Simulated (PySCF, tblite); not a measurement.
Isomers of C8H17P, one GFN2-xTB conformer each. Single-point energies are computed at PBE0/pcSseg-1 (PySCF, gas phase, no added dispersion term), electronic only.

```json
{"SMILES": "CC=P1(C)CCCCC1", "GFN2-xTB relative energy (kJ/mol)": "80.8"}
{"SMILES": "C=C(C)P(C)C(C)(C)C", "GFN2-xTB relative energy (kJ/mol)": "40.9"}
{"SMILES": "C=C[P@@](=C)(CC)C(C)C", "GFN2-xTB relative energy (kJ/mol)": "202.0"}
{"SMILES": "CCC(C)(C)PC1CC1", "GFN2-xTB relative energy (kJ/mol)": "24.1"}
{"SMILES": "C=CP(CC)CCCC", "GFN2-xTB relative energy (kJ/mol)": "57.3"}
{"SMILES": "CC(C)P(C)C1CCC1", "GFN2-xTB relative energy (kJ/mol)": "0.0"}
{"SMILES": "C=CP(C)(C)(C=C)CC", "GFN2-xTB relative energy (kJ/mol)": "308.5"}
{"SMILES": "CCCCP(C)C1CC1", "GFN2-xTB relative energy (kJ/mol)": "21.7"}
{"SMILES": "C=C[P@@](=C)(C)[C@H](C)CC", "GFN2-xTB relative energy (kJ/mol)": "198.1"}
```

Conformers: `[CH3:1][CH:2]=[P:3]1([CH3:4])[CH2:5][CH2:6][CH2:7][CH2:8][CH2:9]1` with C2–P3–C5–C6 61°, P3–C5–C6–C7 61°, C5–C6–C7–C8 -65°, C6–C7–C8–C9 66°; `[CH2:1]=[C:2]([CH3:3])[P:4]([CH3:5])[C:6]([CH3:7])([CH3:8])[CH3:9]` with C1–C2–P4–C5 -166°; `[CH2:1]=[CH:2][P@@:3](=[CH2:4])([CH2:5][CH3:6])[CH:7]([CH3:8])[CH3:9]` with C1–C2–P3–C4 -21°, C2–P3–C5–C6 53°, C2–P3–C7–C8 -169°; `[CH3:1][CH2:2][C:3]([CH3:4])([CH3:5])[PH:6][CH:7]1[CH2:8][CH2:9]1` with C1–C2–C3–C4 -57°, C2–C3–P6–C7 68°, C3–P6–C7–C8 -100°; `[CH2:1]=[CH:2][P:3]([CH2:4][CH3:5])[CH2:6][CH2:7][CH2:8][CH3:9]` with C1–C2–P3–C4 -125°, C2–P3–C4–C5 -178°, C2–P3–C6–C7 -73°, P3–C6–C7–C8 -62°, C6–C7–C8–C9 180°; `[CH3:1][CH:2]([CH3:3])[P:4]([CH3:5])[CH:6]1[CH2:7][CH2:8][CH2:9]1` with C1–C2–P4–C5 -169°, C2–P4–C6–C7 -168°, P4–C6–C7–C8 -132°, C6–C7–C8–C9 12°, C7–C8–C9–C6 -12°, P4–C6–C9–C8 129°; `[CH3:1][CH2:2][CH2:3][CH2:4][P:5]([CH3:6])[CH:7]1[CH2:8][CH2:9]1` with C1–C2–C3–C4 180°, C2–C3–C4–P5 176°, C3–C4–P5–C6 175°, C4–P5–C7–C8 -102°; `[CH2:1]=[CH:2][P@@:3](=[CH2:4])([CH3:5])[C@H:6]([CH3:7])[CH2:8][CH3:9]` with C1–C2–P3–C4 80°, C2–P3–C6–C7 -51°, P3–C6–C8–C9 -156°.

What does PBE0/pcSseg-1 give for the same structures?

| SMILES | PBE0/pcSseg-1 E (Eh) | PBE0/pcSseg-1 (kJ/mol) | GFN2-xTB (kJ/mol) | point group |
| --- | --- | --- | --- | --- |
| C=C(C)P(C)C(C)(C)C | -655.84529 | 0.0 | 40.9 | C1 |
| CCCCP(C)C1CC1 | -655.84414 | 3.0 | 21.7 | C1 |
| CC(C)P(C)C1CCC1 | -655.84266 | 6.9 | 0.0 | C1 |
| C=CP(CC)CCCC | -655.84108 | 11.0 | 57.3 | C1 |
| CCC(C)(C)PC1CC1 | -655.83442 | 28.5 | 24.1 | C1 |
| CC=P1(C)CCCCC1 | -655.82010 | 66.1 | 80.8 | C1 |
| C=C[P@@](=C)(CC)C(C)C | -655.78577 | 156.3 | 202.0 | C1 |
| C=C[P@@](=C)(C)[C@H](C)CC | -655.78428 | 160.2 | 198.1 | C1 |
| C=CP(C)(C)(C=C)CC | -655.73309 | 294.6 | 308.5 | C1 |

GFN2-xTB puts CC(C)P(C)C1CCC1 lowest instead; measured from each level's own lowest isomer, the values differ by up to 46.3 kJ/mol (C=CP(CC)CCCC: 57.3 against 11.0). Neighbours under 10 kJ/mol apart (C=C(C)P(C)C(C)(C)C and CCCCP(C)C1CC1; CCCCP(C)C1CC1 and CC(C)P(C)C1CCC1; CC(C)P(C)C1CCC1 and C=CP(CC)CCCC; C=C[P@@](=C)(CC)C(C)C and C=C[P@@](=C)(C)[C@H](C)CC) can change places with a better method, another conformer or zero-point energy.

Which frontier levels, dipoles and rotational constants go with these structures?

```tsv
SMILES	HOMO (eV, PBE0/pcSseg-1)	LUMO (eV)	dipole (D)	A, B, C (MHz)
C=C(C)P(C)C(C)(C)C	-6.20	0.02	1.43	1788, 1114, 948.0
CCCCP(C)C1CC1	-6.54	1.21	1.23	2043, 687.8, 549.5
CC(C)P(C)C1CCC1	-6.46	1.09	1.26	2307, 902.5, 700.0
C=CP(CC)CCCC	-6.55	-0.13	1.06	1700, 786.7, 606.7
CCC(C)(C)PC1CC1	-6.68	0.91	1.26	1994, 941.7, 830.2
CC=P1(C)CCCCC1	-4.70	1.02	2.60	1731, 1142, 999.3
C=C[P@@](=C)(CC)C(C)C	-5.18	-0.52	2.97	1472, 1195, 934.9
C=C[P@@](=C)(C)[C@H](C)CC	-5.01	-0.61	2.98	1742, 975.3, 843.5
C=CP(C)(C)(C=C)CC	-5.55	-0.31	0.18	1449, 1191, 1019
```

What happens when harmonic zero-point energies from GFN2-xTB frequencies are added?

```
                   SMILES  ZPE (kJ/mol)  electronic (kJ/mol)  with ZPE (kJ/mol)
       C=C(C)P(C)C(C)(C)C         597.3                  0.0                0.0
            CCCCP(C)C1CC1         602.3                  3.0                8.1
          CC(C)P(C)C1CCC1         604.5                  6.9               14.2
             C=CP(CC)CCCC         598.9                 11.0               12.7
          CCC(C)(C)PC1CC1         599.9                 28.5               31.2
           CC=P1(C)CCCCC1         599.6                 66.1               68.5
    C=C[P@@](=C)(CC)C(C)C         587.0                156.3              146.0
C=C[P@@](=C)(C)[C@H](C)CC         585.7                160.2              148.5
        C=CP(C)(C)(C=C)CC         580.0                294.6              277.3
```

The zero-point energies span 24.5 kJ/mol. The lowest isomer stays, but the order above it changes.
